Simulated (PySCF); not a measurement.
Ge(Cl)3(tBu), SMILES C[C](C)(C)[Ge]([Cl])([Cl])[Cl] (C₄H₉Cl₃Ge), GFN2-xTB optimised geometry.

```
17

C      1.15     0.70     1.27
C      0.70     0.00     0.00
C      1.15    -1.45    -0.03
C      1.15     0.74    -1.24
Ge    -1.41     0.00     0.00
Cl    -2.24    -1.00    -1.72
Cl    -2.24    -1.00     1.72
Cl    -2.24     1.99     0.00
H      2.24     0.72     1.31
H      0.79     0.18     2.15
H      0.79     1.72     1.29
H      2.24    -1.49    -0.03
H      0.79    -1.95    -0.92
H      0.79    -1.99     0.85
H      2.24     0.77    -1.28
H      0.79     1.77    -1.23
H      0.79     0.26    -2.14
```

Density from PBE0/def2-SVP in PySCF 2.14.0 at that geometry.

Minimum of the electron density along straight lines between bonded atoms, close to the bond critical point (lines longer than 1.1 times the sum of covalent radii, or with two minima, are not listed):

```
bond     length / Å  ρ at the minimum / e bohr⁻³  ∇²ρ there / e bohr⁻⁵  position (fraction from the first atom)
-------  ----------  ---------------------------  --------------------  ---------------------------------------
C1–C2         1.518                        0.248                 -0.57                                     0.49
C2–C3         1.518                        0.248                 -0.57                                     0.51
C2–C4         1.518                        0.248                 -0.57                                     0.51
C2–Ge5        2.108                        0.107                 -0.06                                     0.51
Ge5–Cl6       2.155                        0.100                  0.14                                     0.44
Ge5–Cl7       2.155                        0.100                  0.14                                     0.44
Ge5–Cl8       2.155                        0.100                  0.14                                     0.44
C1–H9         1.090                        0.274                 -1.00                                     0.63
C1–H10        1.089                        0.277                 -1.02                                     0.63
C1–H11        1.089                        0.277                 -1.02                                     0.63
C3–H12        1.090                        0.274                 -1.00                                     0.63
C3–H13        1.089                        0.277                 -1.02                                     0.63
C3–H14        1.089                        0.277                 -1.02                                     0.63
C4–H15        1.090                        0.274                 -1.00                                     0.63
C4–H16        1.089                        0.277                 -1.02                                     0.63
C4–H17        1.089                        0.277                 -1.02                                     0.63
```
